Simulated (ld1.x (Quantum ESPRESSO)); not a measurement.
## gold, PAW: configuration errors across variants

* Element: gold
* Generator: ld1.x (Quantum ESPRESSO) 7.5
* Type: PAW
* Functional: PBEsol
* Relativity: non-relativistic
* Frozen core: [Xe] 4f14
* Valence charge: 11
* Reference configuration: 5d10 6s0 6p1
* Partial waves: 6s (bound, empty): rcut 2.25, rcutus 3.15 bohr; 6s channel at 2.05 Ry: rcut 2.25, rcutus 3.15 bohr; 6p (bound): rcut 2.95, rcutus 3.85 bohr; 6p channel at 0.45 Ry: rcut 2.95, rcutus 3.85 bohr; 5d (bound): rcut 2.10, rcutus 2.40 bohr; 5d channel at -0.2 Ry: rcut 2.10, rcutus 2.40 bohr
* Local potential: all-electron potential smoothed inside 3.55 bohr (lloc = -1)
* Core correction: a·sin(br)/r model core, default radius (ld1.x builds one for every PAW set, though the input has nlcc=.false.)
* Augmentation charge: BESSEL, radius 2.30 bohr

All-electron excitation energies from the reference (eV): (1) 5d10 6s1 6p0 -3.508; (2) 5d10 6s0 6p0 3.759; (3) 5d9 6s0 6p0 25.634; (4) 5d9 6s1 6p0 9.937; (5) 5d8 6s0 6p0 60.439; (6) 5d9 6s2 6p0 1.357.

The overlap operator is not positive definite (basis up to 400 Ry) in “waves 6p (bound): rcut 2.95, rcutus 5.86 bohr; 6p channel at 0.45 Ry: rcut 2.95, rcutus 5.86 bohr”. Such files are unfit for use, however small their errors in these radial tests.

Tests that are not counted but printed errors over 1 eV. “base”: 5d7 6s0 6p0 (solver errors, printed error -438 eV). “waves 6p (bound): rcut 2.76, rcutus 2.92 bohr; 6p channel at 0.45 Ry: rcut 2.76, rcutus 2.92 bohr”: 5d7 6s0 6p0 (solver errors, printed error -438 eV). “waves 6p (bound): rcut 2.95, rcutus 3.62 bohr; 6p channel at 0.45 Ry: rcut 2.95, rcutus 3.62 bohr”: 5d7 6s0 6p0 (solver errors, printed error -438 eV). “waves 6p (bound): rcut 2.95, rcutus 3.98 bohr; 6p channel at 0.45 Ry: rcut 2.95, rcutus 3.98 bohr”: 5d7 6s0 6p0 (solver errors, printed error -438 eV). “waves 6p (bound): rcut 2.95, rcutus 4.32 bohr; 6p channel at 0.45 Ry: rcut 2.95, rcutus 4.32 bohr”: 5d7 6s0 6p0 (solver errors, printed error -438 eV).

1 further variants failed, have other tests or too few solved ones, and are left out.

Errors AE − PS in meV (a dash: test not solved or not reliable):

| change | (1) | (2) | (3) | (4) | (5) | (6) | bound ghosts |
| --- | --- | --- | --- | --- | --- | --- | --- |
| base | -0.4 | +1.5 | -78 | -50 | -388 | -41 | none |
| waves 6p (bound): rcut 2.76, rcutus 2.92 bohr; 6p channel at 0.45 Ry: rcut 2.76, rcutus 2.92 bohr | +0.3 | +0.6 | -73 | -45 | -379 | -34 | none |
| waves 6p (bound): rcut 2.95, rcutus 3.62 bohr; 6p channel at 0.45 Ry: rcut 2.95, rcutus 3.62 bohr | -0.2 | +1.1 | -76 | -48 | -384 | -38 | none |
| waves 6p (bound): rcut 2.95, rcutus 3.98 bohr; 6p channel at 0.45 Ry: rcut 2.95, rcutus 3.98 bohr | -0.4 | +1.6 | -78 | -51 | -389 | -41 | none |
| waves 6p (bound): rcut 2.95, rcutus 4.32 bohr; 6p channel at 0.45 Ry: rcut 2.95, rcutus 4.32 bohr | -0.4 | +1.8 | -80 | -52 | -391 | -43 | none |
| waves 6p (bound): rcut 2.95, rcutus 4.62 bohr; 6p channel at 0.45 Ry: rcut 2.95, rcutus 4.62 bohr | -0.2 | +1.2 | -79 | -51 | -388 | -41 | none |
| waves 6p (bound): rcut 2.95, rcutus 5.10 bohr; 6p channel at 0.45 Ry: rcut 2.95, rcutus 5.10 bohr | +1.0 | -0.5 | -69 | -40 | -367 | -28 | none |
| waves 6p (bound): rcut 2.95, rcutus 5.36 bohr; 6p channel at 0.45 Ry: rcut 2.95, rcutus 5.36 bohr | +2.7 | -1.3 | -59 | -29 | -344 | -15 | none |
| waves 6p (bound): rcut 2.95, rcutus 5.86 bohr; 6p channel at 0.45 Ry: rcut 2.95, rcutus 5.86 bohr | +12 | +0.1 | -19 | +11 | -261 | +32 | not determined (overlap not positive) |

Problem. Give the same row for: waves 6p (bound): rcut 2.94, rcutus 3.12 bohr; 6p channel at 0.45 Ry: rcut 2.94, rcutus 3.12 bohr.

Solution. +0.2, +0.7, -74, -46, -380, -35; bound ghosts: none. Not counted: 5d7 6s0 6p0 (solver errors, printed error -438 eV).
